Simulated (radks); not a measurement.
Results of a calculation; reference values are marked as such.
Spherical quantum dot in the effective-mass picture: electrons in a parabolic well V = omega^2 r^2 / 2 with omega = 0.532, with a point charge +2 (a donor) at the centre, all in effective atomic units (hartree* = m*/eps^2 hartree, bohr* = eps/m* bohr), one dielectric constant everywhere. Level of theory: non-relativistic Kohn-Sham, PBEsol, spin-polarised, spherical densities (a radial shooting solver with Libxc functionals). Levels are named by radial order and angular momentum (1s, 1p, 1d, 2s, ...), and open shells are averaged over m. Results are scaled to m* = 0.088 and eps = 10.9, for which hartree* = 20.15 meV and bohr* = 6.555 nm.

N = 5, configuration 1s2 1p(up 3, down 0). This is the lowest configuration that the search found. Occupied and some empty levels:

level    occupation  eigenvalue (meV)  <r> (nm)
1s up             1            22.489     6.120
1s down           1            23.606     5.799
1p up             3            43.348     13.74
2s up             0            45.553     14.58
1p down           0            46.331     13.76
2s down           0            48.087     14.85
1d up             0            53.640     16.81
1d down           0            56.541     17.03
1f up             0            63.639     19.15
1f down           0            66.272     19.42

Energy (meV): total 44.6826, kinetic 97.901, external -155.54, Hartree 144.23, exchange-correlation -41.905.
